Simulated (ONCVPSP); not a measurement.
## An all-electron radial function and its pseudo partner (O)

Columns: radius, all-electron u(r) and pseudo u(r) of the 2p shell (level -24.59 eV) of oxygen in the configuration [He] 2s2 2p3; LDA (Perdew-Zunger), scalar-relativistic, ONCV scheme, ONCVPSP 4.0.1.

| r (bohr) | all-electron | pseudo |
| --- | --- | --- |
| 0.075 | 0.0707 | 0.0318 |
| 0.150 | 0.2150 | 0.1216 |
| 0.225 | 0.3743 | 0.2548 |
| 0.300 | 0.5215 | 0.4110 |
| 0.375 | 0.6455 | 0.5685 |
| 0.450 | 0.7432 | 0.7086 |
| 0.525 | 0.8151 | 0.8185 |
| 0.600 | 0.8638 | 0.8931 |
| 0.675 | 0.8924 | 0.9334 |
| 0.750 | 0.9042 | 0.9452 |
| 0.825 | 0.9026 | 0.9363 |
| 0.900 | 0.8903 | 0.9140 |
| 0.975 | 0.8698 | 0.8842 |
| 1.050 | 0.8432 | 0.8506 |
| 1.125 | 0.8121 | 0.8153 |
| 1.200 | 0.7779 | 0.7790 |
| 1.275 | 0.7418 | 0.7421 |
| 1.350 | 0.7046 | 0.7047 |
| 1.425 | 0.6670 | 0.6670 |
| 1.500 | 0.6296 | 0.6296 |
| 1.575 | 0.5927 | 0.5927 |
| 1.650 | 0.5566 | 0.5566 |
| 1.725 | 0.5217 | 0.5217 |
| 1.800 | 0.4880 | 0.4880 |
| 1.875 | 0.4558 | 0.4558 |
| 1.950 | 0.4250 | 0.4250 |

Question: How many radial nodes do the two functions have?

Answer: The all-electron 2p function has n − l − 1 = 0; the pseudo-wave has 0.

Question: At about which radius was the pseudo-wave matched?

Answer: 1.45 bohr. The columns agree to 0.0005 from 1.27 bohr on; several derivatives are matched, so the curves merge somewhat inside the radius.

Question: Where does each function peak?

Answer: Outermost all-electron maximum near 0.75 bohr, pseudo maximum near 0.75 bohr (to the table’s step).

Question: Is the pseudo-wave norm-conserving?

Answer: Yes: the ONCV scheme keeps the norm inside the radius equal to the all-electron one, which fixes the energy derivative of the logarithmic derivative at the level.
